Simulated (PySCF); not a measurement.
A GIAO shielding run with PySCF (density fitting, non-relativistic, gas phase) on `C[C@@H](C[SiH](F)F)C(F)F`, C4H8F4Si:

```
$ OMP_NUM_THREADS=1 python probes_run.py task.json out

{"job": {"kind": "nmr", "xc": "PBE0", "basis": "pcSseg-1"}, "charge": 0, "multiplicity": 1}
C     -1.563531     0.641005     1.180105
C     -0.519391     0.448088     0.081377
C      0.746889    -0.217956     0.630541
Si     2.189495    -0.331892    -0.592111
F      3.523540    -0.455716     0.288887
F      2.374925     1.109016    -1.265402
C     -1.126103    -0.383137    -1.043804
F     -0.324919    -0.386296    -2.140607
F     -1.262390    -1.684017    -0.685723
H     -1.147503     1.235732     1.988810
H     -1.869901    -0.322675     1.581903
H     -2.442823     1.153051     0.794834
H     -0.262881     1.418151    -0.356471
H      1.080431     0.361386     1.495966
H      0.482413    -1.207828     1.006377
H      2.232051    -1.341746    -1.614495
H     -2.117302    -0.023136    -1.360096
```

Hardware: 1 thread of an Arm Neoverse V1, shared host. The job also computes population analyses, field gradients.

Question: How large is the calculation?

Answer: 82 electrons, 200 basis functions and 1061 auxiliary functions.

Question: How long does it take, and how much memory does it need?

Answer: 58 s of wall time, with 12 SCF cycles and 4 response iterations; peak memory 0.88 GiB. Times on a shared host scatter by some tens of per cent.
